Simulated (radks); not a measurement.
Rh3+, 42 electrons, occupied as [Kr] 4d5 6f1 (not the ground configuration).

Method: scalar-relativistic Kohn-Sham, PBEsol, spin-unpolarised, spherical densities, finite nucleus; Fermi nuclear charge, rms radius 4.4945 fm; computed with a radial shooting solver on a logarithmic mesh with Libxc functionals.

Energy parts (eV):
| part | energy |
|---|---|
| total | -130015.859 |
| kinetic | 134643.390 |
| electron-nucleus | -311857.151 |
| Hartree | 50856.011 |
| exchange-correlation | -3658.109 |

Orbitals (lengths in bohr, moments of r in powers of bohr; <r^-3> diverges for s and p1/2):
| orbital | occ. | eigenvalue (eV) | <r^-3> | <1/r> | <r> |
|---|---|---|---|---|---|
| 1s | 2 | -23075.22 | - | 47.03 | 0.03264 |
| 2s | 2 | -3389.333 | - | 10.65 | 0.1420 |
| 2p | 6 | -3043.479 | 3242 | 10.32 | 0.1237 |
| 3s | 2 | -646.8394 | - | 3.709 | 0.3908 |
| 3p | 6 | -533.1494 | 564.8 | 3.534 | 0.3906 |
| 3d | 10 | -351.2644 | 76.60 | 3.308 | 0.3702 |
| 4s | 2 | -131.1478 | - | 1.421 | 0.9666 |
| 4p | 6 | -98.4155 | 93.89 | 1.284 | 1.052 |
| 4d | 5 | -50.8376 | 8.528 | 1.006 | 1.309 |
| 6f | 1 | -6.2589 | 0.05167 | 0.1512 | 10.01 |

The highest occupied level is 6f at -6.259 eV. The density falls to 0.001 e/bohr^3 at r = 2.98 bohr. The electron density at the nucleus is 1.236e+05 e/bohr^3 (large components only). Summed over all electrons, <r^2> = 138.0 bohr^2, which gives a Langevin (diamagnetic) susceptibility term of -109 x 10^-6 cm^3/mol.
